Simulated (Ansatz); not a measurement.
Frontier orbitals of C₄H₉AuO, SMILES `CC(C)(C)[O][Au]`.

```xyz
15

C    -0.3281    1.3587   -0.2956
C    -0.0520   -0.0506    0.2105
C    -1.2145   -0.9764   -0.1577
C     1.2472   -0.5879   -0.3742
O    -0.0394   -0.0973    1.6188
Au    1.3319    0.9754    2.5347
H    -1.2440    1.7478    0.1533
H    -0.4334    1.3786   -1.3833
H     0.4979    2.0231   -0.0207
H    -1.0287   -1.9816    0.2236
H    -1.3293   -1.0254   -1.2430
H    -2.1426   -0.6051    0.2793
H     1.4534   -1.5854    0.0187
H     1.2016   -0.6419   -1.4649
H     2.0800    0.0680   -0.0997
```

The species carries charge 0 and has multiplicity 1. Correlated methods include outer-core shells of Au, which these sets cover unevenly. Au: def2 effective core potential. The structure was optimised at the PBE0-D4/def2-TZVP level. Basis def2-TZVPP, the Gaussian-basis code of Ansatz.

| functional | HOMO (eV) | LUMO (eV) | gap (eV) |
| --- | --- | --- | --- |
| LDA (SPW92) | -5.75 | -4.33 | 1.42 |
| PBE | -5.53 | -4.01 | 1.52 |
| PBE0 | -6.93 | -3.12 | 3.81 |
| r2SCAN0 | -7.13 | -3.01 | 4.12 |
| CAM-B3LYP | -8.31 | -2.26 | 6.05 |
| LC-ωPBE | -9.40 | -0.98 | 8.42 |
| ωB97X-V | -9.20 | -1.14 | 8.06 |
| ωB97M-V | -9.19 | -1.32 | 7.87 |

From PBE to PBE0 the HOMO moves by −1.40 eV and the LUMO by +0.89 eV, and with ωB97M-V by −3.66 and +2.69 eV, so the gap grows from 1.52 to 7.87 eV with exact exchange.

LC-ωPBE has ω = 0.4 bohr⁻¹.
